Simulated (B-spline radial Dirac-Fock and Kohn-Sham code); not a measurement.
**Satellites and hypersatellites of the K lines of W³⁺**

System: the W³⁺ ion in the configuration [Xe] 4f14 5d3, inside a Watson sphere of charge -3 and radius 2.2 Å (a model of the Madelung potential; inside it an electron's potential energy is raised by 19.6 eV).

Calculated with a radial B-spline solver, using ΔSCF Dirac-Fock with Breit, self-energy and vacuum polarisation, finite nucleus, configuration average. Each two-hole energy is an average over J within one jj subconfiguration, not an observable level; in light atoms, where LS coupling holds, the j-resolved values are not observed lines, and for a K spectator the Kα1 hypersatellite is nearly forbidden. The model has no electron correlation.

Lines without a spectator: Kα2 (K-L2) 57977.5 eV, Kα1 (K-L3) 59314.9 eV, Kβ3 (K-M2) 66943.4 eV, Kβ1 (K-M3) 67236.3 eV. Shifts in eV with one spectator hole (a dash: not computed, or left out as unreliable):

| spectator hole | Kα2 | Kα1 | Kβ3 | Kβ1 |
| --- | --- | --- | --- | --- |
| K (1s) | +981.3 | +1055.4 | +1270.3 | +1287.6 |
| L2 (2p1/2) | +125.2 | +168.7 | – | +320.9 |
| L3 (2p3/2) | +94.5 | +103.8 | +241.6 | – |
| M2 (3p1/2) | – | +26.65 | +51.3 | +60.8 |
| M3 (3p3/2) | +14.54 | – | +43.5 | +44.1 |
| M4 (3d3/2) | +4.91 | +1.52 | – | – |
| M5 (3d5/2) | -0.48 | +3.56 | – | – |
